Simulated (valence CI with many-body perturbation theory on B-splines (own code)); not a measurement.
**Ba L: magnetic and hyperfine properties of the levels**

Calculated by relativistic CI+MBPT: five valence electrons over a frozen Dirac-Fock core [He], a basis of 9 s, 9 p, 8 d, 6 f, 3 g, 1 h functions for each j, with the one-electron correlation potential Σ1, the two-electron term Σ2, the three-electron term Σ3, Breit, model QED; selected CI, second order for the rest (own B-spline code, finite nucleus).

No measured spectrum was set against this ion. As an estimate, large intervals hold to a few tenths of a per cent, small ones and those within an open d or f shell to about a per cent. Among the levels kept, up to 1200 cm⁻¹ of a level comes from second order outside the variational space, and about a tenth of that is noise between levels of different J, which matters for small intervals.

A/g_I is the dipole constant over the nuclear g factor μ/I (μ in nuclear magnetons, uniformly magnetised nucleus), B/Q the quadrupole constant per barn. Both hold the static response of the core; the bare values leave it out. Large factors of s and p1/2 electrons are usually good to 5 to 10 %; those of open d and f shells near neutrality can be off by tens of per cent, and small factors of p3/2, d and f electrons come from cancelling terms and can be off by a factor of two or in sign, in half-filled shells by more. B is blank for J = 1/2, where it vanishes, and for nearly pure S terms. Energies count from the lowest level.

Levels are named by their leading jj configuration (3d3/2^4 stands for four electrons in 3d with j = 3/2), which in mixed levels can hold well under half, so a name can repeat and another be missing. Letters in brackets count levels of one name in rising energy.

```csv
Level,E (Ry),g,A/g_I (MHz),A/g_I bare,B/Q (MHz/b),B/Q bare
(2s^2 2p1/2^2 2p3/2) J=3/2,0.00,1.353,322000,332000,601000,602000
(2s^2 2p1/2 2p3/2^2) J=3/2,28.04,1.440,-49900,-36800,74000,74200
(2s^2 2p1/2 2p3/2^2) J=5/2,29.55,1.179,727000,731000,-2550,-2560
(2s^2 2p1/2 2p3/2^2) J=1/2,31.98,0.639,2290000,2280000,,
(2s 2p1/2^2 2p3/2^2) J=5/2,44.90,1.476,1670000,1670000,162000,162000
(2s 2p1/2^2 2p3/2^2) J=1/2,50.21,2.082,6980000,6890000,,
(2s 2p1/2^2 2p3/2^2) J=3/2,50.32,1.196,-984000,-951000,-148000,-148000
(2s^2 2p3/2^3) J=3/2,60.11,1.285,347000,355000,-677000,-678000
(2s 2p1/2 2p3/2^3) J=3/2 [a],74.46,1.562,1660000,1650000,-499000,-500000
(2s 2p1/2 2p3/2^3) J=5/2,76.93,1.282,2090000,2070000,-805000,-806000
(2s 2p1/2 2p3/2^3) J=1/2,79.81,1.409,-2370000,-2320000,,
(2s 2p1/2 2p3/2^3) J=3/2 [b],80.62,1.050,119000,136000,-126000,-126000
(2p1/2^2 2p3/2^3) J=3/2,99.25,1.314,317000,334000,-637000,-638000
(2s 2p3/2^4) J=1/2,109.11,1.782,7030000,6940000,,
(2p1/2 2p3/2^4) J=1/2,128.89,0.639,2300000,2270000,,
(2s^2 2p1/2^2 3s) J=1/2,363.22,2.013,2000000,1980000,,
(2s^2 2p1/2^2 3p1/2) J=1/2,368.32,0.656,658000,654000,,
(2s^2 2p1/2^2 3p3/2) J=3/2,377.58,1.330,95000,98100,172000,173000
(2s^2 2p1/2^2 3d3/2) J=3/2,382.47,0.785,55600,55500,27800,28100
(2s^2 2p1/2^2 3d5/2) J=5/2,385.47,1.196,21100,21200,19500,19900
(2s^2 2p1/2 2p3/2 3s) J=3/2 [a],391.77,1.667,502000,506000,406000,407000
(2s^2 2p1/2 2p3/2 3s) J=1/2,392.32,1.299,-868000,-842000,,
(2s^2 2p1/2 2p3/2 3s) J=5/2,393.04,1.330,1060000,1060000,560000,561000
(2s^2 2p1/2 2p3/2 3s) J=3/2 [b],393.38,0.979,662000,669000,343000,344000
(2s^2 2p1/2 2p3/2 3p1/2) J=1/2,396.83,1.722,-420000,-400000,,
(2s^2 2p1/2 2p3/2 3p1/2) J=3/2 [a],397.24,1.141,490000,495000,117000,118000
(2s^2 2p1/2 2p3/2 3p1/2) J=5/2,398.14,1.073,796000,798000,554000,555000
(2s^2 2p1/2 2p3/2 3p1/2) J=3/2 [b],400.05,1.335,495000,504000,594000,596000
(2s^2 2p1/2 2p3/2 3p3/2) J=5/2 [a],404.93,1.484,588000,589000,691000,692000
(2s^2 2p1/2 2p3/2 3p3/2) J=1/2 [a],405.77,1.615,-564000,-552000,,
(2s^2 2p1/2 2p3/2 3p3/2) J=3/2 [a],406.24,1.162,708000,708000,-404000,-405000
(2s^2 2p1/2 2p3/2 3p3/2) J=7/2,406.75,1.235,513000,517000,745000,747000
(2s^2 2p1/2 2p3/2 3p3/2) J=3/2 [b],406.75,1.427,876000,876000,165000,165000
(2s 2p1/2^2 2p3/2 3s) J=5/2,406.89,1.523,1260000,1250000,443000,444000
(2s^2 2p1/2 2p3/2 3p3/2) J=5/2 [b],408.32,1.238,720000,721000,168000,168000
(2s 2p1/2^2 2p3/2 3s) J=3/2 [a],408.58,1.455,1320000,1320000,307000,308000
(2s^2 2p1/2 2p3/2 3p3/2) J=1/2 [b],409.00,0.655,1920000,1910000,,
(2s^2 2p1/2 2p3/2 3d3/2) J=3/2 [a],411.08,0.974,221000,223000,-266000,-266000
(2s^2 2p1/2 2p3/2 3d3/2) J=5/2 [a],411.21,1.014,414000,415000,32300,32600
(2s^2 2p1/2 2p3/2 3d3/2) J=1/2 [a],411.40,0.237,503000,490000,,
```

Task: Take the isotope of mass number 135, with I = 3/2, μ = 0.8381 μN and Q = 0.153 b. What is the hyperfine structure of (2s 2p1/2^2 2p3/2^2) J=3/2?

Result: From the table A = -550000 MHz, B = -22600 MHz. Shifts from the centre of gravity in MHz: F = 0: 2030000, F = 1: 1510000, F = 2: 429000, F = 3: -1240000.
